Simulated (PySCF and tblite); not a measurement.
The numbers below are computed, except where a source is named.
## Dynamics report: rearrangement

System: C8H7F, numbered as in [F:1][C@@:2]12[C@H:3]3[CH:4]=[CH:5][C@@H:6]1[C@@H:7]2[CH:8]=[CH:9]3.

Motion: Cope rearrangement (breaking C6–C7, making C4–C9). Geometries: PBE0-D3(BJ)/def2-SVP; energies: PBE0/pcSseg-1 + D3(BJ); zero-point and thermal terms from GFN2-xTB harmonic modes (soft modes blended into free rotors). Rates follow Eyring's equation with the number of equivalent paths and no tunnelling. Programs: tblite and PySCF.

| point | symmetry | E(GFN2) kcal/mol | E(DFT) kcal/mol | ZPE change kcal/mol | lowest mode cm⁻¹ | dipole D |
| --- | --- | --- | --- | --- | --- | --- |
| start | Cs | 0.0 | 0.0 | 0.00 | 228 | 1.63 |
| saddle | Cs | 6.2 | 3.2 | -1.05 | 427i | 2.06 |
| end | Cs | -0.9 | -3.5 | -0.13 | 245 | 2.21 |

- Electronic barrier: 3.2 kcal/mol
- Barrier with zero-point energy: 2.1 kcal/mol
- ΔH‡ (298 K): 2.0 kcal/mol
- ΔS‡ (298 K, symmetry apart): -1.2 cal/(mol K)
- Paths: 1 equivalent path
- End point: a different minimum
- Mean lifetime of the start against this motion at 298 K: 7.9 ps
- Cost: 5.9 min on 1 thread of Arm Neoverse V1 (shared host) (rough), peak memory 0.87 GiB, launched as `OMP_NUM_THREADS=1 python ens_run.py task.json out`

```
T/K  ΔG‡ kcal/mol     k s⁻¹  ΔG kcal/mol  k back s⁻¹
150           2.2   2.1×10⁹         -3.6     1.1×10⁴
200           2.2  1.6×10¹⁰         -3.6     1.8×10⁶
250           2.3  5.5×10¹⁰         -3.6     3.9×10⁷
298           2.3  1.3×10¹¹         -3.6     2.9×10⁸
350           2.4  2.4×10¹¹         -3.6     1.4×10⁹
400           2.4  3.8×10¹¹         -3.6     4.3×10⁹
500           2.6  7.6×10¹¹         -3.5    2.1×10¹⁰
```

ΔG and ΔG‡ leave out symmetry numbers and mirror images; rates count paths: 1 out, 1 back.
